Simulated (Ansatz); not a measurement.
Reaction: CH4NSi (SMILES [N]=C[SiH3], doublet) → CH4NSi (SMILES [H]/[C]=N/[SiH3], doublet)
Each species at its own B3LYP-D3(BJ)/def2-TZVP minimum (Ansatz, a first-principles code).

Quantity: isomerisation energy (electronic), in kcal/mol. Radicals and triplets start from unrestricted determinants; spin-orbit coupling is neglected. CBS(X,Y): correlation extrapolated as X^-3, Hartree-Fock from the larger set. A bracket is a step between two methods taken in the basis named. The functionals are non-relativistic, so their misses hold any scalar relativity. Double hybrids freeze cores in their MP2 part. '+ core + X2C': CCSD(T) terms for core correlation (cc-pwCVTZ, 1s frozen past Ne) and scalar relativity (cc-pVTZ-DK). The UHF reference of CH4NSi ([N]=C[SiH3], doublet) is spin-contaminated (<S^2> up to 0.18 over the pure value in the sets run).

CCSD(T)/CBS(cc-pV(T+d)Z,cc-pV(Q+d)Z) + [CCSDT(Q) - CCSD(T)]/cc-pV(D+d)Z + core + X2C (Ansatz) gives -3.2 kcal/mol.

Problem. How far off this value is PBE/def2-TZVPD (Ansatz), in which direction, and how far these levels: r2SCAN/def2-TZVPD, B3LYP/def2-TZVPD, B2PLYP/def2-TZVPD, CCSD(T)/CBS(cc-pV(T+d)Z,cc-pV(Q+d)Z) + core + X2C?

Solution. PBE gives -2.8 kcal/mol, 0.4 kcal/mol above it. Differences of the others: r2SCAN/def2-TZVPD (Ansatz) 0.8; B3LYP/def2-TZVPD (Ansatz) -0.3; B2PLYP/def2-TZVPD (Ansatz) -1.6; CCSD(T)/CBS(cc-pV(T+d)Z,cc-pV(Q+d)Z) + core + X2C (Ansatz) -0.2 kcal/mol.
